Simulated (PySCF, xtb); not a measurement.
C5H5F, SMILES C(C=C)=C=CF. One conformer was computed; it need not be the lowest.

Harmonic wavenumbers (cm⁻¹) from GFN2-xTB in xtb at its own minimum, in rising order: 86, 118, 193, 285, 370, 481, 592, 625, 741, 857, 892, 915, 994, 1016, 1124, 1177, 1216, 1274, 1380, 1428, 1663, 2055, 3022, 3040, 3073, 3100, 3135.

### Question
What does B3LYP-D3(BJ)/def2-SVP run with PySCF 2.14.0 give at its own minimum? (An estimate is asked for; the answer gives what the named calculation found.)

### Answer
98, 128, 223, 315, 383, 508, 650, 669, 823, 916, 916, 947, 1032, 1046, 1167, 1201, 1286, 1308, 1402, 1477, 1693, 2065, 3107, 3140, 3167, 3171, 3241. Paired by order, the mean absolute difference is 45 cm⁻¹ and the zero-point energies are 49.8 and 51.6 kcal/mol.
